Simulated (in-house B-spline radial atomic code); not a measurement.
How numerical settings move a run on Li, [He] 2s1. Computed with a B-spline radial code for spherical atoms: non-relativistic Hartree-Fock, spin-polarised, averaged over the determinants with the given up and down occupations, point nucleus.

Command:
```bash
python run_scf.py task.json out
```
Settings of the sound reference run:
```
Z                3
electrons        3
configuration    [He] 2s1
hamiltonian      nr
method           hf
spin_polarised   True
knot_spacing     0.22
spline_order     8
gauss_points     12
box_radius       50
max_iterations   70
damping          0.5
damped_steps     3
diis_vectors     10
tolerance        1e-08
start            Thomas-Fermi
```

Cost of the run: 0.06 s on 1 thread of AMD EPYC 7R43 64-Core Processor (shared host).

It converges in 9 iterations to -7.432751 hartree, with 2s up at -5.34342 eV. The other runs change the listed settings, some to values that make no sense; their results aren't properties of the atom or ion. Radii are in bohr (the nuclear one in fm), a minus after a letter asks for a j subshell, and «unchanged» means within 1e-8 hartree. The run stops when the residual is below 10 × tolerance × max(1, Z/10), or a noise floor if that is larger, and the energy moves by less than 1e-8 × √|E| hartree; so very loose and very tight tolerances often act alike.

| changed settings | outcome |
| --- | --- |
| electrons = 4, configuration = [He] 2s1 3s-1, max_iterations = 60 | stopped with error: j subshells need the Dirac Hamiltonian and l > 0 |
| damped_steps = 30 | converged in 33 iterations, energy unchanged |
| knot_spacing = 0.55 | converged in 10 iterations, energy +1.43e-05 hartree from the reference |
| knot_spacing = 1.4 | converged in 10 iterations, energy +2.03e-02 hartree from the reference, 2s up level -2.3e-03 eV |
| electrons = 11, configuration = [He] 2s1 4s2 4p6, max_iterations = 50 | not converged after 50 iterations, last residual 1.5e-03 |
| knot_spacing = 1 | converged in 10 iterations, energy +1.20e-03 hartree from the reference, 2s up level -2.6e-04 eV |
| knot_spacing = 0.15 | converged in 9 iterations, energy unchanged |
| max_iterations = 60, tolerance = 1e-06, start = bare nucleus | converged in 10 iterations, energy unchanged |
| knot_spacing = 0.75 | converged in 10 iterations, energy +3.00e-04 hartree from the reference, 2s up level +4.8e-06 eV |
| damped_steps = 8 | converged in 14 iterations, energy unchanged |
| knot_spacing = 2, first_knot = 0.0333, max_iterations = 50, tolerance = 0.0001 | converged in 9 iterations, energy +1.89e-02 hartree from the reference, 2s up level +2.3e-04 eV |
| knot_spacing = 2 | converged in 10 iterations, energy +4.33e-02 hartree from the reference, 2s up level -4.8e-03 eV |

Question: What happens with knot_spacing = 0.4?

Answer: Converged in 10 iterations, energy +1.43e-07 hartree from the reference.

Question: What happens with spline_order = 3, first_knot = 1, max_iterations = 75, diis_vectors = 2, start = bare nucleus?

Answer: Converged in 14 iterations, energy +1.39e+00 hartree from the reference, 2s up level +4.1e-01 eV.

Question: What happens with hamiltonian = dirac, method = scan,scan, spin_polarised = False, nucleus = fermi, rms_radius = 2.444, mass_number = 7, atomic_mass = 7.016003, speed_of_light = 137.036?

Answer: Stopped with error: meta-GGAs are not served with the Dirac Hamiltonian.

Question: What happens with damped_steps = 1?

Answer: Converged in 8 iterations, energy unchanged.
